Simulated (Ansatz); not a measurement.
Several settings on one geometry of In3 (the lowest doublet isomer of a short search) (that of the charge 0 doublet, r2SCAN-D4/def2-SVP). Ansatz on 2 threads of Intel Xeon Platinum 8259CL on a shared host; times are rough.

```xyz
3

In    0.501   -1.224    1.209
In    0.805    1.568   -0.327
In   -1.306   -0.343   -0.882
```

Totals from different functionals, basis sets or treatments of relativity can't be compared as stabilities.

In the def2 sets In takes a core potential; there is no spin–orbit coupling.

At r2SCAN-D4/def2-SVP a quartet lies 0.16 eV below the doublet of charge 0, at its own geometry.

The spins typed aren't always the lowest for that charge.

Q: Give the basis size and estimate the energy, ⟨S²⟩, dipole and time of these runs.

| run | method | charge | state | further keys |
| --- | --- | --- | --- | --- |
| 1 | UKS PBE-D3(BJ)-ATM/def2-mTZVP | 0 | doublet | scf: {omitted_lower_state_checks: [starts]}; forces asked |
| 2 | UKS PBEsol-D3(BJ)/def2-TZVP | 0 | doublet | scf: {omitted_lower_state_checks: [starts]} |
| 3 | UKS ωB97M-V/def2-TZVPP | 0 | doublet | point_charges: [{charge: -1.00, position_ang: [3.381, -0.342, -0.386]}]; scf: {omitted_lower_state_checks: [starts]}; forces asked |
| 4 | UKS revPBE/def2-TZVP | 0 | quartet | nuclear_model: gaussian; scf: {omitted_lower_state_checks: [starts]}; forces asked |
| 5 | ROKS ωB97X/def2-SVP | 0 | doublet | – |
| 6 | UKS ωPBEh/def2-SVP | 0 | quartet | scf: {lower_state_search: off}; forces asked |

A: 
```
run  functions  energy (Eh)  ⟨S²⟩  dipole (D)  wall time
  1        108    -570.4575  1.31        0.35       11 s
  2        150    -569.7951  1.31           –       11 s
  3        150    -570.3141  1.52        6.21       68 s
  4        150    -570.6064  3.75        0.28      4.9 s
  5         78    -570.5090     –           –       48 s
  6         78    -570.4296  3.76        0.31      3.7 s
```

At UKS PBE-D3(BJ)-ATM/def2-mTZVP, UKS PBEsol-D3(BJ)/def2-TZVP, UKS ωB97M-V/def2-TZVPP the charge 0 doublet is spin-contaminated (final ⟨S²⟩ up to 1.52, 0.75 for a pure state).
